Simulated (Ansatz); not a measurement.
Relaxation of AlH₅OSSi (9 atoms, charge 0, multiplicity 1), to a largest force component of 0.015 eV/Å in at most 40 steps.

The calculation used Ansatz, RKS LDA/def2-mTZVP.

```xyz
9
Properties=species:S:1:pos:R:3
O -1.747 -0.575 1.042
Si -0.672 -0.373 -0.256
Al 0.754 1.439 0.168
S 0.548 -2.168 -0.444
H -1.239 -0.732 1.810
H -1.392 -0.103 -1.512
H 1.700 1.503 1.430
H 0.814 2.721 -0.893
H 1.214 -1.645 -1.481
```

Problem. Where does it end, and by what steps?

Solution. The run converged. After 20 steps the energy has fallen by 0.717 eV; S4 moved furthest, 1.15 Å. Joined: Al3–S4.

| step | energy less start (eV) | largest force component (eV/Å) | accepted |
| --- | --- | --- | --- |
| 0 | 0.0000 | 2.888 | yes |
| 1 | -0.1691 | 1.297 | yes |
| 2 | -0.1904 | 1.639 | yes |
| 3 | -0.2562 | 0.502 | yes |
| 4 | -0.2790 | 0.408 | yes |
| 5 | -0.3008 | 0.122 | yes |
| 6 | -0.3125 | 0.284 | yes |
| 7 | -0.3217 | 0.215 | yes |
| 8 | -0.3466 | 0.203 | yes |
| 9 | -0.3804 | 0.241 | yes |
| 10 | -0.4328 | 0.230 | yes |
| 11 | -0.5301 | 0.399 | yes |
| 12 | -0.6318 | 0.911 | yes |
| 13 | -0.6348 | 1.063 | yes |
| 14 | -0.6999 | 0.299 | yes |
| 15 | -0.7120 | 0.132 | yes |
| 16 | -0.7165 | 0.059 | yes |
| 17 | -0.7170 | 0.045 | yes |
| 18 | -0.7172 | 0.026 | yes |
| 19 | -0.7172 | 0.038 | yes |
| 20 | -0.7173 | 0.011 | yes |

```xyz
9
Properties=species:S:1:pos:R:3
O -1.783 -0.924 1.103
Si -0.987 -0.151 -0.124
Al 0.964 1.221 0.057
S 1.116 -1.170 -0.392
H -1.614 -0.574 1.998
H -1.670 -0.642 -1.365
H 1.469 1.377 1.564
H 1.413 2.067 -1.217
H 1.072 -1.137 -1.759
```

Time of the run: 25 s on 2 threads of Intel(R) Xeon(R) CPU @ 2.80GHz (Skylake/Cascade Lake) (shared host), peak memory 0.16 GiB.
